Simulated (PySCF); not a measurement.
C3H6NO, SMILES [N](C(=O)C)C, multiplicity 2.

Geometry optimised at B3LYP-D3(BJ)/def2-SVP. The isomer is the one that the SMILES or the coordinates give; other isomers of the formula were not compared.

Level of theory: B3LYP-D3(BJ)/def2-SVP (PySCF).

No scaling factor is applied to the harmonic values.

Question: Give all harmonic wavenumbers and intensities. (An estimate is asked for; the answer gives what the named calculation found.)

Answer: 
```tsv
mode	ν (cm⁻¹)	IR (km/mol)	moving atoms (share of kinetic energy)
1	67	4.1	H 78 %, N 13 %
2	80	0.6	H 95 %
3	137	8.5	H 42 %, C 29 %, N 21 %
4	283	16.4	C 36 %, H 26 %, O 21 %, N 16 %
5	405	2.7	C 38 %, H 28 %, O 19 %, N 15 %
6	541	21.0	C 36 %, O 28 %, N 19 %, H 17 %
7	617	4.6	C 46 %, H 30 %, O 12 %, N 12 %
8	798	11.9	C 38 %, N 30 %, H 23 %, O 9 %
9	967	20.1	H 51 %, C 37 %, O 11 %
10	1014	3.4	H 68 %, C 21 %, N 11 %
11	1029	7.1	H 55 %, C 42 %
12	1114	4.8	H 53 %, C 32 %, N 14 %
13	1127	7.8	H 36 %, C 35 %, N 28 %
14	1300	97.2	C 52 %, H 25 %, N 22 %
15	1371	15.8	H 77 %, C 22 %
16	1385	65.7	H 74 %, C 21 %
17	1418	20.5	H 95 %
18	1434	16.6	H 94 %
19	1445	11.8	H 93 %
20	1468	20.7	H 92 %, C 8 %
21	1678	108.6	C 61 %, O 37 %
22	2976	5.6	H 97 %
23	3042	0.9	H 97 %
24	3049	12.1	H 92 %, C 8 %
25	3096	9.4	H 90 %, C 10 %
26	3120	3.6	H 91 %, C 9 %
27	3165	2.7	H 90 %, C 10 %
```
